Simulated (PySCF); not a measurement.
## Basis-set dependence of population analyses: `C=C(SC)B(F)F`

Compound: C₃H₅BF₂S.
Z-matrix (Å and degrees, PBE0-D3(BJ)/def2-SVP geometry), rows numbered from 1:
```
C 
C   1  1.3475
S   2  1.7514  1  127.02
C   3  1.7960  2  102.42  1    -0.81
B   2  1.5568  1  118.91  3   179.85
F   5  1.3170  2  121.70  1  -177.50
F   5  1.3186  2  121.12  1     2.44
H   1  1.0928  2  119.17  3   179.86
H   1  1.0926  2  123.79  3    -0.30
H   4  1.1006  3  111.37  2    62.71
H   4  1.0981  3  106.40  2  -178.63
H   4  1.1007  3  111.21  2   -60.09
```

PBE0 throughout (PySCF), one geometry, spherical d and f functions. The structure is a single PBE0-D3(BJ)/def2-SVP conformer in the gas phase; no vibrational or solvent corrections. Atoms taken as equivalent share a column and are averaged. The first 7 of 9 kinds of atom are listed.

Mulliken charges (e):

```json
{"basis": "STO-3G", "functions": "44", "C1": "-0.189", "C2": "-0.221", "S3": "+0.192", "C4": "-0.319", "B5": "+0.363", "F6/F7": "-0.122", "H8": "+0.077"}
{"basis": "6-31G", "functions": "77", "C1": "-0.336", "C2": "-0.505", "S3": "+0.402", "C4": "-0.773", "B5": "+0.777", "F6/F7": "-0.292", "H8": "+0.197"}
{"basis": "pcSseg-0", "functions": "77", "C1": "-0.345", "C2": "-0.829", "S3": "+0.344", "C4": "-0.931", "B5": "+1.054", "F6/F7": "-0.315", "H8": "+0.245"}
{"basis": "6-31G*", "functions": "112", "C1": "-0.405", "C2": "-0.283", "S3": "+0.201", "C4": "-0.711", "B5": "+0.673", "F6/F7": "-0.255", "H8": "+0.200"}
{"basis": "cc-pVDZ", "functions": "127", "C1": "-0.038", "C2": "-0.253", "S3": "+0.008", "C4": "-0.210", "B5": "+0.289", "F6/F7": "-0.086", "H8": "+0.059"}
{"basis": "def2-SVP", "functions": "127", "C1": "-0.066", "C2": "-0.219", "S3": "-0.027", "C4": "-0.189", "B5": "+0.297", "F6/F7": "-0.103", "H8": "+0.070"}
{"basis": "aug-cc-pVDZ", "functions": "210", "C1": "+0.550", "C2": "+0.466", "S3": "+0.295", "C4": "+0.132", "B5": "+0.722", "F6/F7": "-0.426", "H8": "-0.479"}
{"basis": "6-311+G(2d,p)", "functions": "227", "C1": "-0.417", "C2": "+0.002", "S3": "-0.079", "C4": "-0.547", "B5": "+0.930", "F6/F7": "-0.356", "H8": "+0.154"}
{"basis": "def2-TZVP", "functions": "253", "C1": "-0.308", "C2": "-0.093", "S3": "-0.015", "C4": "-0.402", "B5": "+0.510", "F6/F7": "-0.227", "H8": "+0.153"}
{"basis": "cc-pVTZ", "functions": "284", "C1": "-0.281", "C2": "-0.028", "S3": "-0.007", "C4": "-0.298", "B5": "+0.366", "F6/F7": "-0.183", "H8": "+0.142"}
{"basis": "IGLO-III", "functions": "304", "C1": "-0.313", "C2": "-0.229", "S3": "+0.249", "C4": "-0.551", "B5": "+0.828", "F6/F7": "-0.348", "H8": "+0.125"}
{"basis": "pcSseg-2", "functions": "329", "C1": "-0.070", "C2": "-0.261", "S3": "+0.020", "C4": "-0.143", "B5": "+0.768", "F6/F7": "-0.326", "H8": "+0.072"}
```

IAO charges (e):

```csv
basis,functions,C1,C2,S3,C4,B5,F6/F7,H8
STO-3G,44,-0.276,-0.294,+0.271,-0.491,+0.445,-0.159,+0.129
6-31G,77,-0.297,-0.279,+0.171,-0.527,+0.686,-0.295,+0.171
pcSseg-0,77,-0.282,-0.290,+0.175,-0.525,+0.666,-0.282,+0.165
6-31G*,112,-0.289,-0.298,+0.195,-0.512,+0.730,-0.307,+0.161
cc-pVDZ,127,-0.298,-0.289,+0.200,-0.509,+0.713,-0.303,+0.163
def2-SVP,127,-0.290,-0.294,+0.205,-0.500,+0.711,-0.301,+0.159
aug-cc-pVDZ,210,-0.308,-0.289,+0.198,-0.516,+0.727,-0.311,+0.169
"6-311+G(2d,p)",227,-0.307,-0.298,+0.211,-0.524,+0.734,-0.313,+0.169
def2-TZVP,253,-0.307,-0.302,+0.216,-0.527,+0.742,-0.316,+0.168
cc-pVTZ,284,-0.307,-0.298,+0.208,-0.525,+0.740,-0.315,+0.168
IGLO-III,304,-0.310,-0.301,+0.219,-0.528,+0.739,-0.316,+0.168
pcSseg-2,329,-0.306,-0.301,+0.214,-0.527,+0.741,-0.316,+0.168
```

Some averages cover members that differ in this geometry, most widely: F6/F7, Mulliken in aug-cc-pVDZ -0.463 to -0.389 e.

**Question.** Which scheme is steadiest as the basis changes?

**Answer.** Largest range over the bases for any column: IAO 0.30 e, Mulliken 1.29 e. IAO charges move least and Mulliken charges most, counted in e. Without the minimal STO-3G basis the ranges are IAO 0.08, Mulliken 1.29 e.

**Question.** How much do the charges still move between the two largest bases, IGLO-III and pcSseg-2?

**Answer.** At most, over all atoms: Mulliken 0.408 e, IAO 0.006 e.

**Question.** What do the same runs give for the total energy, the frontier levels and the dipole moment?

**Answer.** 
| basis | energy (Eh) | HOMO (eV) | LUMO (eV) | μ (D) |
| --- | --- | --- | --- | --- |
| STO-3G | -730.6923 | -3.44 | 2.44 | 0.99 |
| 6-31G | -739.5219 | -6.53 | -1.25 | 3.39 |
| pcSseg-0 | -738.4255 | -6.76 | -1.40 | 3.39 |
| 6-31G* | -739.6308 | -6.36 | -0.97 | 2.73 |
| cc-pVDZ | -739.6752 | -6.44 | -1.16 | 2.72 |
| def2-SVP | -739.2784 | -6.46 | -1.22 | 2.80 |
| aug-cc-pVDZ | -739.6983 | -6.58 | -1.44 | 2.92 |
| 6-311+G(2d,p) | -739.7789 | -6.59 | -1.45 | 2.98 |
| def2-TZVP | -739.8146 | -6.56 | -1.37 | 2.89 |
| cc-pVTZ | -739.8047 | -6.55 | -1.32 | 2.85 |
| IGLO-III | -739.8195 | -6.54 | -1.40 | 2.85 |
| pcSseg-2 | -739.8211 | -6.60 | -1.43 | 2.94 |

The dipole is fixed by the density alone, so its range of 2.40 D shows that the density itself changes with the basis, not only its division among atoms.
